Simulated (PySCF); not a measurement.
Bond stretch in AgCl, singlet.

Levels of theory: UHF/def2-SVP, def2 effective core potentials past Kr (PySCF); RHF/def2-SVP, def2 effective core potentials past Kr (PySCF); UKS-wB97X-V = unrestricted wB97X-V/def2-SVP, def2 effective core potentials past Kr run with PySCF; RKS-wB97X-V = restricted wB97X-V/def2-SVP, def2 effective core potentials past Kr run with PySCF 2.14.0.

Scanned distances (Å): 1.85, 1.94, 2.05, 2.17, 2.22, 2.29, 2.33, 2.45, 2.54, 2.67, 2.83, 3.09, 3.47, 3.78, 4.14, 4.56, 5.07, 5.56, 6.16, 6.81, 7.99, 9.20.

**Question.** Where does the unrestricted solution first break spin symmetry (<S²> of 0.01 or more)?

**Answer.** UHF: between 3.09 and 3.47 Å; UKS-wB97X-V: between 3.09 and 3.47 Å.

```json
[
 {"R / Å": "1.85", "<S²> UHF": "0.00", "E(RHF) − E(UHF) / kcal/mol": "0.0", "<S²> UKS-wB97X-V": "0.00", "E(RKS-wB97X-V) − E(UKS-wB97X-V) / kcal/mol": "0.0"},
 {"R / Å": "1.94", "<S²> UHF": "0.00", "E(RHF) − E(UHF) / kcal/mol": "0.0", "<S²> UKS-wB97X-V": "0.00", "E(RKS-wB97X-V) − E(UKS-wB97X-V) / kcal/mol": "0.0"},
 {"R / Å": "2.05", "<S²> UHF": "0.00", "E(RHF) − E(UHF) / kcal/mol": "0.0", "<S²> UKS-wB97X-V": "0.00", "E(RKS-wB97X-V) − E(UKS-wB97X-V) / kcal/mol": "0.0"},
 {"R / Å": "2.17", "<S²> UHF": "0.00", "E(RHF) − E(UHF) / kcal/mol": "0.0", "<S²> UKS-wB97X-V": "0.00", "E(RKS-wB97X-V) − E(UKS-wB97X-V) / kcal/mol": "0.0"},
 {"R / Å": "2.22", "<S²> UHF": "0.00", "E(RHF) − E(UHF) / kcal/mol": "0.0", "<S²> UKS-wB97X-V": "0.00", "E(RKS-wB97X-V) − E(UKS-wB97X-V) / kcal/mol": "0.0"},
 {"R / Å": "2.29", "<S²> UHF": "0.00", "E(RHF) − E(UHF) / kcal/mol": "0.0", "<S²> UKS-wB97X-V": "0.00", "E(RKS-wB97X-V) − E(UKS-wB97X-V) / kcal/mol": "0.0"},
 {"R / Å": "2.33", "<S²> UHF": "0.00", "E(RHF) − E(UHF) / kcal/mol": "0.0", "<S²> UKS-wB97X-V": "0.00", "E(RKS-wB97X-V) − E(UKS-wB97X-V) / kcal/mol": "0.0"},
 {"R / Å": "2.45", "<S²> UHF": "0.00", "E(RHF) − E(UHF) / kcal/mol": "0.0", "<S²> UKS-wB97X-V": "0.00", "E(RKS-wB97X-V) − E(UKS-wB97X-V) / kcal/mol": "0.0"},
 {"R / Å": "2.54", "<S²> UHF": "0.00", "E(RHF) − E(UHF) / kcal/mol": "0.0", "<S²> UKS-wB97X-V": "0.00", "E(RKS-wB97X-V) − E(UKS-wB97X-V) / kcal/mol": "0.0"},
 {"R / Å": "2.67", "<S²> UHF": "0.00", "E(RHF) − E(UHF) / kcal/mol": "0.0", "<S²> UKS-wB97X-V": "0.00", "E(RKS-wB97X-V) − E(UKS-wB97X-V) / kcal/mol": "0.0"},
 {"R / Å": "2.83", "<S²> UHF": "0.00", "E(RHF) − E(UHF) / kcal/mol": "0.0", "<S²> UKS-wB97X-V": "0.00", "E(RKS-wB97X-V) − E(UKS-wB97X-V) / kcal/mol": "0.0"},
 {"R / Å": "3.09", "<S²> UHF": "0.00", "E(RHF) − E(UHF) / kcal/mol": "0.0", "<S²> UKS-wB97X-V": "0.00", "E(RKS-wB97X-V) − E(UKS-wB97X-V) / kcal/mol": "0.0"},
 {"R / Å": "3.47", "<S²> UHF": "0.58", "E(RHF) − E(UHF) / kcal/mol": "1.1", "<S²> UKS-wB97X-V": "0.21", "E(RKS-wB97X-V) − E(UKS-wB97X-V) / kcal/mol": "0.5"},
 {"R / Å": "3.78", "<S²> UHF": "0.87", "E(RHF) − E(UHF) / kcal/mol": "8.8", "<S²> UKS-wB97X-V": "0.49", "E(RKS-wB97X-V) − E(UKS-wB97X-V) / kcal/mol": "3.5"},
 {"R / Å": "4.14", "<S²> UHF": "0.96", "E(RHF) − E(UHF) / kcal/mol": "18.4", "<S²> UKS-wB97X-V": "0.70", "E(RKS-wB97X-V) − E(UKS-wB97X-V) / kcal/mol": "8.6"},
 {"R / Å": "4.56", "<S²> UHF": "0.99", "E(RHF) − E(UHF) / kcal/mol": "28.4", "<S²> UKS-wB97X-V": "0.86", "E(RKS-wB97X-V) − E(UKS-wB97X-V) / kcal/mol": "15.2"},
 {"R / Å": "5.07", "<S²> UHF": "1.01", "E(RHF) − E(UHF) / kcal/mol": "38.7", "<S²> UKS-wB97X-V": "0.96", "E(RKS-wB97X-V) − E(UKS-wB97X-V) / kcal/mol": "23.0"},
 {"R / Å": "5.56", "<S²> UHF": "1.01", "E(RHF) − E(UHF) / kcal/mol": "46.4", "<S²> UKS-wB97X-V": "1.00", "E(RKS-wB97X-V) − E(UKS-wB97X-V) / kcal/mol": "29.3"},
 {"R / Å": "6.16", "<S²> UHF": "1.01", "E(RHF) − E(UHF) / kcal/mol": "53.4", "<S²> UKS-wB97X-V": "1.00", "E(RKS-wB97X-V) − E(UKS-wB97X-V) / kcal/mol": "35.1"},
 {"R / Å": "6.81", "<S²> UHF": "1.01", "E(RHF) − E(UHF) / kcal/mol": "58.8", "<S²> UKS-wB97X-V": "1.00", "E(RKS-wB97X-V) − E(UKS-wB97X-V) / kcal/mol": "39.4"},
 {"R / Å": "7.99", "<S²> UHF": "1.01", "E(RHF) − E(UHF) / kcal/mol": "65.1", "<S²> UKS-wB97X-V": "1.00", "E(RKS-wB97X-V) − E(UKS-wB97X-V) / kcal/mol": "44.6"},
 {"R / Å": "9.20", "<S²> UHF": "1.01", "E(RHF) − E(UHF) / kcal/mol": "69.3", "<S²> UKS-wB97X-V": "1.00", "E(RKS-wB97X-V) − E(UKS-wB97X-V) / kcal/mol": "48.2"}
]
```
